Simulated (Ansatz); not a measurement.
Total energies of `[I][Ga]1[CH2]C[O]1`.

Cartesian coordinates in Å:
```
I -1.863 -2.950 -1.634
Ga -0.694 -1.063 -0.577
C 0.864 0.126 -0.318
C -0.053 0.801 0.719
O -1.291 0.078 0.708
H 1.135 0.743 -1.174
H 1.757 -0.349 0.087
H -0.239 1.850 0.465
H 0.384 0.764 1.724
```

Charge 0, multiplicity 1. Correlated methods include outer-core shells of Ga, I, which these sets cover unevenly. Scalar relativity is left out up to krypton. I takes the def2 core potential. The structure was optimised at the PBE0-D4/def2-TZVP level. Basis def2-TZVPP, the Gaussian-basis code of Ansatz.

RPA on PBE orbitals: Hartree–Fock energy of these orbitals -2372.86991 Eh, correlation -1.85420 Eh (frozen core).

```tsv
functional	kind	energy without D4 (Eh)	D4 term (kJ/mol)
LDA (SPW92)	LDA	-2371.81753	–
PBE	GGA	-2376.03369	-21.9
revPBE	GGA	-2376.37275	-59.9
BLYP	GGA	-2376.48202	-47.0
r2SCAN	meta-GGA	-2376.54400	-5.2
B97M-V	meta-GGA with VV10	-2376.11330	–
PBE0	global hybrid, 25 % exact exchange	-2376.10624	-18.7
B3LYP	global hybrid, 20 %	-2376.66518	-35.7
r2SCANh	meta-GGA hybrid, 10 %	-2376.51428	-5.7
r2SCAN0	meta-GGA hybrid, 25 %	-2376.47159	-6.3
HSE06 (plane-wave form)	screened hybrid	-2376.09656	-17.7
BHLYP	global hybrid, 50 %	-2376.35503	-31.4
CAM-B3LYP	range-separated hybrid	-2376.57023	-19.4
LC-ωPBE	long-range corrected hybrid	-2376.20723	–
ωB97X-V	range-separated hybrid GGA with VV10	-2376.28258	–
ωB97M-V	range-separated hybrid meta-GGA with VV10	-2376.33877	–
B2PLYP	double hybrid	-2375.86910	–
PBE-QIDH	double hybrid	-2375.59621	–
```

B3LYP takes the VWN-RPA correlation (the form of Gaussian; ORCA's B3LYP/G). HSE06 is the plane-wave form, built on full-range PBE exchange. The double hybrids freeze the cores in their second-order part.

LC-ωPBE has ω = 0.4 bohr⁻¹.
